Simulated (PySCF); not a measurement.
All values below come from PBE-D3(BJ)/def2-TZVP // B3LYP-D3(BJ)/def2-TZVP in PySCF. All species are isolated molecules in the gas phase. One relaxed conformer stands for a flexible species; it need not be the lowest. Delta-SCF ions had no search for a lower state. Excitations are Tamm–Dancoff values on a coarser integration grid. The basis has no diffuse functions, so Rydberg states are missing or too high.

Reference species (SMILES): `SC1CC1` (H–S–C–C torsion 74°) (neutral, multiplicity 1).

```
Item                                      Value
--------------------------------------  -------
vertical ionisation energy (Delta-SCF)  8.88 eV
T1 excitation (TDA)                     4.93 eV
```

Changed species: `SC#CC` (X = propynyl; the reference has X = cyclopropyl).

Q: What does the change do to the vertical ionisation energy (Delta-SCF) and T1 excitation (TDA)?

A: the vertical ionisation energy (Delta-SCF) falls by 0.38 eV, to 8.50 eV; the T1 excitation (TDA) decreases by 0.75 eV, to 4.18 eV.
